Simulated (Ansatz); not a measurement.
Cost and result for the atomization energy of CH7FO2Si2, SMILES `C[SiH](F)O[SiH2]O` (13 atoms, 12 bonds).

Cartesian coordinates in Å:
```
C 1.616 0.275 -1.230
Si -0.228 0.230 -1.245
F -0.691 -1.287 -1.485
O -0.861 0.716 0.172
Si -1.063 0.194 1.710
O -0.323 -1.248 1.957
H 2.007 -0.359 -0.430
H 1.974 1.294 -1.063
H 2.024 -0.077 -2.180
H -0.834 1.044 -2.320
H -0.406 1.144 2.631
H -2.523 0.097 1.955
H -0.691 -2.022 1.526
```

The species carries charge 0 and has multiplicity 1. Geometry: relaxed with PBE0-D4/def2-TZVP. It is one conformer, not always the lowest. Program: Ansatz. All runs use 2 threads of an AMD EPYC 7R13 on a shared host and a share of an NVIDIA H100 80 GB. Times are those of one run each, without the atoms' runs, and a repeat can differ threefold. Electronic energies, without spin–orbit coupling; frozen cores. CCSD(T)/CBS adds CCSD(T) − MP2 in def2-TZVPP to the MP2 limit, and its time is that of the two runs behind it. T1 = 0.011. B3LYP takes the VWN-RPA correlation (the form of Gaussian; ORCA's B3LYP/G).

CCSD(T)/CBS is a level of theory with its own doubt, some kJ/mol a heavy atom from the limit and from the frozen cores, so smaller differences don't rank the functionals.

```tsv
level	functions	wall time
B2PLYP/def2-TZVPP	306	2.9 s
ωB97X-V/def2-TZVPP	306	3.1 s
PBE0-D4/def2-TZVPP	306	3.4 s
r2SCAN-D4/def2-TZVPP (with forces)	306	3.8 s
MP2/def2-QZVPP	578	3.9 s
B3LYP-D4/def2-TZVPP (with forces)	306	4.1 s
PBE-D4/def2-TZVPP (with forces)	306	4.3 s
ωB97M-V/def2-TZVPP (with forces)	306	4.5 s
CCSD(T)/def2-TZVPP	306	6 s
CCSD(T)/CBS(def2)	–	10 s
```

Problem. What atomization energy does each give, and how far from CCSD(T)/CBS? (An estimate is asked.)

Solution. The calculation gave: 
| level | atomization (kcal/mol) | difference from CCSD(T)/CBS | per bond |
| --- | --- | --- | --- |
| B2PLYP/def2-TZVPP | 1198.7 | -19.4 | -1.6 |
| ωB97X-V/def2-TZVPP | 1215.3 | -2.8 | -0.2 |
| PBE0-D4/def2-TZVPP | 1196.7 | -21.4 | -1.8 |
| r2SCAN-D4/def2-TZVPP (with forces) | 1212.4 | -5.7 | -0.5 |
| MP2/def2-QZVPP | 1228.8 | 10.7 | 0.9 |
| B3LYP-D4/def2-TZVPP (with forces) | 1206.7 | -11.4 | -1.0 |
| PBE-D4/def2-TZVPP (with forces) | 1214.1 | -4.0 | -0.3 |
| ωB97M-V/def2-TZVPP (with forces) | 1214.9 | -3.2 | -0.3 |
| CCSD(T)/def2-TZVPP | 1184.0 | -34.1 | -2.8 |
| CCSD(T)/CBS(def2) | 1218.1 | 0.0 | 0.0 |

In def2-TZVPP, CCSD(T) changes the Hartree–Fock value by +277.5 kcal/mol (the triples alone add +14.5 kcal/mol) and MP2 by +301.6 kcal/mol; breaking electron pairs costs correlation energy, which Hartree–Fock lacks. The D4 term adds +11.1 kcal/mol with B3LYP and +5.9 kcal/mol with PBE0; it sums over pairs of atoms, weighted by their polarisabilities, and B3LYP, whose exchange is more repulsive, gets the larger term. From PBE to PBE0 (25 % exact exchange), in def2-TZVPP and without D4, the atomization energy moves by −16.4 kcal/mol: exact exchange takes away binding that semilocal exchange gives to molecules.
